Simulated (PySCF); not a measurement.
**A survey of $^{29}$Si NMR shifts**

PySCF 2.14 calculation with shieldings: GIAO PBE0/pcSseg-1 and GFN2-xTB structure; gas phase, no relativistic terms, rapidly exchanging positions averaged, single conformer.

Shieldings were converted by a linear fit to measured shifts: $^{29}$Si: δ = 279.94 − 0.822σ (rms 8.9 ppm, 72 shifts, 25.8 ppm with the 6 outliers that the fit left out vs TMS, solution or neat liquid). Occasional misses reach two or three times the rms, and more in compound classes unlike the fitted ones.

(1) Give the $^{29}$Si shifts of `FC(F)=C(F)C[SiH2]N[SiH3]`, `COC(=O)OC[SiH2]Cl`.

(2) Order these by $^{29}$Si shift, lowest first.
A. CO[C@@H]1CO[Si@@H](Cl)O1
B. CO[Si@@H](Cl)OCC=O
C. O[Si@H]1OC[C@@H](Cl)CO1
D. CC[C@@](CO)(CS)O[SiH3]

Answers

(1) 
```csv
compound,environment,δ (ppm)
[F:1][C:2]([F:3])=[C:4]([F:5])[CH2:6][SiH2:7][NH:8][SiH3:9],"Si7: silicon bonded to C, N, 2 H",-31.5
[F:1][C:2]([F:3])=[C:4]([F:5])[CH2:6][SiH2:7][NH:8][SiH3:9],"Si9: silicon bonded to N, 3 H",-52.2
COC(=O)OC[SiH2]Cl,"silicon bonded to C, Cl, 2 H",-53.3
```

(2) C (-57.4 ppm, silicon bonded to 3 O, H, in a 6-membered ring), D (-49.2 ppm, silicon bonded to O, 3 H), B (-40.5 ppm, silicon bonded to Cl, 2 O, H), A (-14.6 ppm, silicon bonded to Cl, 2 O, H, in a 5-membered ring).
